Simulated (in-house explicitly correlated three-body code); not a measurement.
The numbers below are computed, except where a source is named.
# Two electrons around a charge Z: functional-driven and density-driven errors

The exact non-relativistic ground state comes from a variational code in 260 exponentially correlated functions, the Kohn-Sham parts from inverting its density (past Z = 6 the correlation energy is taken as exact minus Hartree-Fock, equal to within microhartrees), and self-consistent runs (Hartree-Fock is restricted) from a B-spline radial code. Z may be fractional; the second electron is bound down to Z = 0.911.

The total error of a self-consistent run is the error on the exact density (functional-driven) plus the energy gained by relaxing to the functional's own density (density-driven, never positive). «Unbound» marks a run whose level isn't bound or that didn't converge.

```
   Z  PW91 functional (mEh)  PW91 density (mEh)  LDA VWN5 functional (mEh)  LDA VWN5 density (mEh)  r2SCAN functional (mEh)  r2SCAN density (mEh)
1.74                  +2.65               -0.90                     +54.20                   -1.50                    -0.80                 -0.23
 1.9                  +3.90               -0.96                     +64.17                   -1.61                    -0.92                 -0.24
2.34                  +7.56               -1.06                     +93.02                   -1.83                    -1.16                 -0.27
2.62                      ?                   ?                          ?                       ?                        ?                     ?
3.02                      ?                   ?                          ?                       ?                        ?                     ?
3.52                 +18.29               -1.22                     +177.1                   -2.17                    -1.56                 -0.30
 4.1                 +23.84               -1.27                     +220.7                   -2.27                    -1.70                 -0.31
 4.6                 +28.73               -1.30                     +259.1                   -2.34                    -1.80                 -0.31
 5.3                 +35.67               -1.34                     +313.7                   -2.42                    -1.92                 -0.31
 6.1                 +43.73               -1.37                     +377.3                   -2.48                    -2.04                 -0.31
```

(1) What belongs in the row Z = 2.62?

(2) What belongs in the row Z = 3.02?

(3) Which part of the error is larger?

## Answers

(1) PW91 functional (mEh): +10.01; PW91 density (mEh): -1.11; LDA VWN5 functional (mEh): +112.2; LDA VWN5 density (mEh): -1.94; r2SCAN functional (mEh): -1.28; r2SCAN density (mEh): -0.28.

(2) PW91 functional (mEh): +13.63; PW91 density (mEh): -1.17; LDA VWN5 functional (mEh): +140.6; LDA VWN5 density (mEh): -2.06; r2SCAN functional (mEh): -1.42; r2SCAN density (mEh): -0.29.

(3) PW91: functional-driven +43.73, density-driven -1.37 mEh at Z = 6.1; LDA VWN5: functional-driven +377.3, density-driven -2.48 mEh at Z = 6.1; r2SCAN: functional-driven -2.04, density-driven -0.31 mEh at Z = 6.1. The density-driven part is second order in the error of the density, so it stays small unless the second electron is loosely bound.
